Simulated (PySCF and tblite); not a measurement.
The numbers below are computed, except where a source is named.
**Conformer ensemble of C3H10F2Si2, numbered as in [CH3:1][Si:2]([CH3:3])([F:4])[CH2:5][SiH2:6][F:7]**

Geometries GFN2-xTB; weights from BHandHLYP-D3(BJ)/pcSseg-1 energies and GFN2-xTB thermal corrections, with symmetry numbers and mirror pairs. Conformers within 2 kcal/mol (GFN2-xTB free energy) were kept, 4 at most. GIAO shieldings: BHandHLYP/pcSseg-1. Shifts are against TMS (¹H), TMS (¹³C), CFCl3 (¹⁹F), TMS (²⁹Si) at the same level. Run with PySCF (density fitting) and tblite.

Torsions listed: F4–Si2–C5–Si6, Si2–C5–Si6–F7. Of a mirror pair one member is shown.

```csv
conformer,shape,symmetry,E(GFN2) kcal/mol,E(DFT) kcal/mol,G(298.15 K) kcal/mol,weight %,dipole D
1,"171°, 49°",C1 (pair),0.00,0.00,0.00,54.7,1.33
2,"-58°, -64°",C1 (pair),0.05,0.42,0.42,27.0,2.36
3,"-49°, -178°",C1 (pair),0.52,1.05,0.82,13.7,2.70
4,"180°, 180°",Cs,0.95,1.37,1.47,4.6,2.16
```

Weights (%) against temperature:

```csv
T (K),1,2,3,4,S(mix) cal/mol/K
250,59.7,25.9,11.1,3.3,3.35
298.15,54.7,27.0,13.7,4.6,3.50
350,50.7,27.6,15.9,5.8,3.60
500,43.8,27.9,19.9,8.4,3.74
800,38.3,27.4,23.1,11.1,3.82
```

Averaged shifts at 298.15 K. ¹H: 4.96 (H6, 2H), 0.32 (H1/H3, 6H), 0.16 (H5, 2H) ppm. ¹³C: 6.0 (C5), 1.5 (C1/C3) ppm. ¹⁹F: -163.3 (F4), -202.0 (F7) ppm. ²⁹Si: 34.1 (Si2), 2.6 (Si6) ppm.

Coordinates of conformer 1 (Å):

```xyz
17

C    -1.065    1.786   -0.400
Si   -0.692    0.247    0.637
C    -1.554   -1.317    0.004
F    -1.302    0.530    2.128
C     1.175   -0.021    0.898
Si    2.121   -0.642   -0.616
F     1.719    0.299   -1.866
H    -2.128    1.888   -0.594
H    -0.738    2.688    0.111
H    -0.555    1.747   -1.356
H    -1.339   -2.171    0.641
H    -1.234   -1.565   -1.002
H    -2.633   -1.189   -0.014
H     1.319   -0.727    1.716
H     1.615    0.918    1.234
H     3.563   -0.482   -0.492
H     1.720   -1.978   -1.038
```

Unscaled ¹⁹F and ²⁹Si shifts at such levels can be off by tens of ppm; differences between conformers or isomers are more reliable. Shifts are unscaled: against experiment ¹³C can be off by 15 ppm or more and ¹H by 0.8 ppm.

Search and properties took 98 s on 1 thread of Arm Neoverse V1 (shared host) (rough), launched as `OMP_NUM_THREADS=1 python ens_run.py task.json out`.


Conformer gaps in pcSseg-1 on xTB geometries can be 2 kcal/mol off for S=O, P=O and other polar bonds.